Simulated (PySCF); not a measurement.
C4H13NOSi2.
Cartesian coordinates in Å at the PBE0-D3(BJ)/def2-SVP level; atoms count from 1:
```xyz
21
C4H13NOSi2 angstrom
C      4.1180    0.0130   -0.3795
C      2.8125   -0.3756    0.2702
O      1.7700    0.3052   -0.3755
C      0.4948    0.1068    0.1793
C     -0.0948   -1.2983   -0.0251
Si    -1.9691   -1.1810    0.2063
N     -2.2033    0.4717   -0.3018
Si    -0.7279    1.3619   -0.5777
H      4.9634   -0.4962    0.1074
H      4.2746    1.0994   -0.3078
H      4.1122   -0.2601   -1.4450
H      2.6638   -1.4718    0.2075
H      2.8210   -0.1174    1.3504
H      0.5252    0.3152    1.2726
H      0.0938   -1.6092   -1.0683
H      0.3594   -2.0589    0.6309
H     -2.7123   -2.1706   -0.6363
H     -2.3827   -1.4249    1.6272
H     -3.1231    0.8794   -0.4251
H     -0.7101    2.6799    0.1300
H     -0.4302    1.6131   -2.0227
```

Computed, not measured: TDDFT PBE0/def2-SVPD, vertical, gas phase, core orbitals frozen in the response in PySCF 2.14.0, density-fitted response routines.

Frontier orbitals with the atoms that hold most of them (Löwdin shares over 4%, at most four atoms; ? is withheld):

```
orbital  ε (eV)                             atoms
 HOMO-3   -8.84    C5 25%, O3 18%, Si6 17%, C4 5%
 HOMO-2   -8.07    C4 26%, O3 19%, Si8 16%, C5 8%
 HOMO-1   -7.44       O3 47%, C2 9%, C5 9%, C4 7%
   HOMO   -7.27                                 ?
   LUMO       ?                                 ?
 LUMO+1    0.48   Si6 21%, Si8 12%, C5 9%, H16 7%
 LUMO+2    1.01  Si8 16%, Si6 15%, H20 6%, H16 6%
```

Which atoms hold the HOMO, and with what shares?

N7 (bonded to 2 Si and H) 45%; Si8 (bonded to C, N and 2 H) 10%; Si6 (bonded to C, N and 2 H) 9%; H21 (bonded to Si) 6%. By element: nitrogen 45%, silicon 20%, hydrogen 6% or more.

Give the leading atoms of the LUMO.

Si6 (bonded to C, N and 2 H) 21%; Si8 (bonded to C, N and 2 H) 20%; H19 (bonded to N) 12%; N7 (bonded to 2 Si and H) 9%. By element: silicon 41%, hydrogen 12% or more, nitrogen 9%.

What is the LUMO energy, and the HOMO–LUMO gap?

ε(LUMO) = 0.12 eV; the gap is 7.39 eV (0.2716 hartree).

How does S1 compare with the orbital gap of 7.39 eV?

S1 is at 6.03 eV (f = 0.0053), 1.36 eV below the gap, made of HOMO→LUMO (93%). 

Give energy, strength and leading configuration of S1, S2, S3 and S4, and follow the Löwdin shares of the leading atoms from the occupied to the empty orbital.

- S1 (6.03 eV, f 0.0053), HOMO→LUMO (93%): N7 45% → 9%, Si8 10% → 20%, Si6 9% → 21%
- S2 (6.57 eV, f 0.0073), HOMO-1→LUMO (87%): O3 47% → at most 10%, C2 9% → at most 10%, Si6 at most 7% → 21%, Si8 at most 7% → 20%
- S3 (6.62 eV, f 0.015), HOMO→LUMO+1 (89%): N7 45% → at most 8%, Si8 10% → 12%, Si6 9% → 21%
- S4 (6.85 eV, f 0.0050), HOMO-1→LUMO+1 (90%): O3 47% → at most 8%, C2 9% → at most 8%, Si6 at most 7% → 21%, Si8 at most 7% → 12%

The run took 13 min on Arm Neoverse N1, one thread, no GPU, shared host with 64 logical CPUs at a one-minute load of 56, and the process peaked at 1.1 GiB of memory.

One conformer stands for the species.

Without π bonds the low states are Rydberg-like; a valence basis with one diffuse set may place them up to an eV too high.
